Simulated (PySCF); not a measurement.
Tellurium: a sound run and one with changed settings

Sound run: Te [Kr] 4d10 5s2 5p4, Te⁺ [Kr] 4d10 5s2 5p3. Computed with PySCF 2.14 in def2-TZVP with the def2 core potential (28 electrons) (6s5p3d2f, 50 functions), with scalar relativity through the core potential. In the sound run the correlated levels freeze 4s2 4p6 4d10 outside the core potential. The sound run starts from symmetry-adapted Hartree-Fock orbitals and uses a fine grid where one is needed.

A second run was set up differently.

| species | method | sound run (hartree) | changed run (hartree) | converged |
| --- | --- | --- | --- | --- |
| Te | UHF | -267.00555 | -267.00555 | yes |
| Te | PBE | -267.97310 | -267.97310 | no |
| Te | B3LYP | -268.07388 | -268.07388 | no |
| Te | MP2 | -267.09021 | -267.03488 | yes |
| Te | CCSD(T) | -267.11065 | -267.11065 | yes |
| Te⁺ | UHF | -266.72160 | -266.72160 | yes |
| Te⁺ | PBE | -267.65271 | -267.65271 | yes |
| Te⁺ | B3LYP | -267.74721 | -267.74721 | yes |
| Te⁺ | MP2 | -266.78455 | -266.74384 | yes |
| Te⁺ | CCSD(T) | -266.79956 | -266.79956 | yes |

Ionisation energy of Te:

```tsv
method	sound run (eV)	changed run (eV)
UHF	7.727	7.727
MP2	8.317	7.919
SCS-MP2	8.373	7.944
CCSD	8.439	8.439
CCSD(T)	8.465	8.465
```

Task: What was changed?
A. minimal basis
B. a valence shell is frozen
C. level shift left on
D. angular grid far too coarse

Result: C. It used initial guess 1e, at most 50 SCF cycles, level shift 2.0 hartree. A level shift leaves the converged SCF energy unchanged but raises the virtual orbital energies, which shrinks MP2 if it is not removed.
